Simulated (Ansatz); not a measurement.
PBE exchange is replaced step by step with exact exchange (0 % is PBE, 25 % PBE0; no dispersion term), basis def2-TZVP, Ansatz. System: the cluster PbSe2⁺. Charge 1, multiplicity 2. Geometry: r2SCAN-D4/def2-TZVP, each spin state at its own.

Geometry of the doublet:

```csv
atom,x (Å),y (Å),z (Å)
Pb1,1.129,1.194,-0.090
Se2,-1.257,0.102,0.633
Se3,0.128,-1.296,-0.543
```

In the def2 sets Pb takes a core potential; there is no spin–orbit coupling. The structure comes from a short search, and lower isomers may exist.

HOMO and LUMO are taken over both spins.

```csv
exact exchange (%),HOMO (eV),LUMO (eV),gap (eV),⟨S²⟩,quartet − doublet (kJ/mol)
0,-10.71,-9.76,0.94,0.756,196.2
5,-10.94,-9.59,1.34,0.757,195.1
10,-11.17,-9.42,1.75,0.759,193.9
15,-11.40,-9.25,2.15,0.760,192.7
25,-11.87,-8.91,2.96,0.763,190.4
50,-13.07,-8.06,5.01,0.772,184.8
```

Problem. Fit a straight line to the column «quartet − doublet (kJ/mol)» against the share of exact exchange and predict its value at 35 %.

Solution. With x = exact exchange (%) and y = quartet − doublet (kJ/mol): mean x = 17.5, mean y = 192.2; Σ(x − x̄)(y − ȳ) = -374.2, Σ(x − x̄)² = 1638; slope b = -0.2284, intercept a = ȳ − b·x̄ = 196.2. The residuals of the fitted rows reach 0.1. At x = 35 the line gives 196.2 + (-0.2284 × 35) = 188.2; the run gave 188.1, 0.1 less than the line.
